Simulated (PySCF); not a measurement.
**The second ionisation energy along the second row**

Calculated with PySCF 2.14 from differences of total energies of unrestricted determinants, without spin-orbit coupling. Values in eV. The last column holds reference values (NIST; (s) semi-empirical, (t) theoretical, else measured). Unmarked ones compare directly (S terms, centres of terms, or small fine structure); those marked * lie between the lowest fine-structure levels and include a spin-orbit shift.

| element | configurations | UHF | MP2 (valence) | SCS-MP2 (valence) | CCSD (valence) | CCSD(T) (valence) | reference |
| --- | --- | --- | --- | --- | --- | --- | --- |
| B (jorge-DZP-DKH, spin-free X2C) | [He] 2s2 → [He] 2s1 | 23.437 | 24.341 | 24.522 | 25.048 | 25.048 | 25.155 |
| C (jorge-DZP-DKH, spin-free X2C) | [He] 2s2 2p1 → [He] 2s2 | 24.157 | 24.217 | 24.172 | 24.036 | 24.053 | 24.378 |
| N (jorge-DZP-DKH, spin-free X2C) | [He] 2s2 2p2 → [He] 2s2 2p1 | 29.307 | 29.500 | 29.403 | 29.309 | 29.314 | 29.601 (s) * |
| O (jorge-DZP-DKH, spin-free X2C) | [He] 2s2 2p3 → [He] 2s2 2p2 | 34.751 | 35.070 | 34.899 | 34.858 | 34.857 | 35.121 * |
| F (jorge-DZP-DKH, spin-free X2C) | [He] 2s2 2p4 → [He] 2s2 2p3 | 33.518 | 34.200 | 34.189 | 34.205 | 34.220 | 34.950 |
| Ne (jorge-DZP-DKH, spin-free X2C) | [He] 2s2 2p5 → [He] 2s2 2p4 | 39.436 | 40.385 | 40.330 | 40.344 | 40.365 | 40.963 * |

```csv
method,elements,mean error (eV),mean absolute error (eV),largest error (eV)
UHF,3,-1.123,1.123,-1.718
MP2 (valence),3,-0.575,0.575,-0.814
SCS-MP2 (valence),3,-0.533,0.533,-0.761
CCSD (valence),3,-0.398,0.398,-0.745
CCSD(T) (valence),3,-0.387,0.387,-0.730
```

Errors include the incompleteness of the basis and the frozen core.

"Valence" correlates the outer s and p shells and, in groups 3 to 12 and the f block, the outer d or f shell, open or full, or the next shell where the ion has no valence electron left; the wider scheme adds the next inner shell.
